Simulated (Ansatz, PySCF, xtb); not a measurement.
Dimer: NH3 (SMILES N) (first 4 atoms) with N2 (SMILES N#N); geometry from B3LYP-D3(BJ)/def2-TZVP, rigid monomers moved along the line of their centres of mass till H4···N6 is 3.03 Å.
(charge 0, multiplicity 1):
```xyz
6

N     -0.0768    -0.1184    -0.3546
H      0.8808     0.1503    -0.5493
H     -0.6597     0.6904    -0.5370
H     -0.1392    -0.3191     0.6367
N     -0.0085    -0.0503     4.7473
N     -0.0670    -0.1886     3.6670
```

Counterpoise-corrected where a basis set is named; no monomer relaxation.

Correlated levels freeze the cores. CBS(a, b) extrapolates the correlation energy as X⁻³ and adds the Hartree–Fock energy of set b.

Programs: Ansatz (Gaussian orbitals); PySCF for the dispersion terms; xtb for the GFN methods. 

### Question
Estimate the interaction energy that PBE-D4/def2-TZVPPD returns for this input.

### Answer
-25 meV

### Question
What is the computed interaction energy (CCSD(T)/CBS(aug-cc-pVDZ, aug-cc-pVTZ))?

### Answer
-21 meV

### Question
What interaction energy does GFN2-xTB give?

### Answer
-17 meV

Ansatz is a first-principles code.
